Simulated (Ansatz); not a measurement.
`CO[SiH](C)S`, charge 0, multiplicity 1.

Question: Give a relaxed structure at PBE0-D4/def2-TZVP (the Gaussian-basis code of Ansatz). (An estimate is asked.)

Answer: Computed: 
```xyz
13

C     2.064    0.254    0.500
O     1.017   -0.086   -0.377
Si   -0.549   -0.225    0.088
C    -1.529   -0.574   -1.442
S    -1.304    1.575    0.981
H     2.139   -0.456    1.333
H     3.000    0.230   -0.059
H     1.925    1.261    0.909
H    -0.660   -1.287    1.125
H    -2.572   -0.781   -1.194
H    -1.498    0.282   -2.120
H    -1.114   -1.438   -1.967
H    -0.917    1.244    2.223
```
This is one stationary point; other conformers may exist.
